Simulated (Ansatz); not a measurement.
Si(OMe)2 (C2H6O2Si). The state is a singlet with charge 0. Geometry PBE-D4/def2-SVP.

Cartesian coordinates in Å:
```
Si -0.323 0.632 -0.073
O -0.033 -0.329 1.284
C -0.434 0.020 2.595
H 0.454 0.057 3.263
H -1.128 -0.750 2.996
H -0.947 1.009 2.649
O 0.405 -0.391 -1.200
C 0.480 -0.111 -2.585
H 0.001 0.857 -2.863
H -0.019 -0.920 -3.161
H 1.544 -0.073 -2.905
```

B3LYP takes the VWN-RPA correlation.

**Question.** Estimate the orbital energies around the gap (eV) in Ansatz with HF/STO-3G, PBE-D4/def2-TZVP, r2SCAN-D4/def2-TZVP, B3LYP-D4/def2-TZVP, PBE0-D4/def2-SVP.

**Answer.** 
| orbital | HF/STO-3G | PBE-D4/def2-TZVP | r2SCAN-D4/def2-TZVP | B3LYP-D4/def2-TZVP | PBE0-D4/def2-SVP |
| --- | --- | --- | --- | --- | --- |
| HOMO−5 | -12.69 | -10.40 | -10.81 | -11.69 | -11.94 |
| HOMO−4 | -11.07 | -8.40 | -8.74 | -9.67 | -9.83 |
| HOMO−3 | -9.69 | -7.55 | -7.89 | -8.78 | -8.98 |
| HOMO−2 | -9.55 | -7.40 | -7.76 | -8.70 | -8.88 |
| HOMO−1 | -8.16 | -6.66 | -7.00 | -7.89 | -8.02 |
| HOMO | -6.20 | -5.70 | -5.92 | -6.70 | -6.81 |
| LUMO | 7.10 | -2.03 | -1.95 | -1.43 | -1.04 |
| LUMO+1 | 13.29 | -0.34 | 0.04 | 0.23 | 0.88 |
| LUMO+2 | 13.31 | 0.61 | 1.11 | 1.26 | 2.31 |
| LUMO+3 | 18.26 | 1.00 | 1.89 | 1.46 | 2.47 |
| LUMO+4 | 18.46 | 1.51 | 2.41 | 2.03 | 3.02 |
| LUMO+5 | 18.79 | 2.27 | 3.00 | 2.86 | 3.91 |
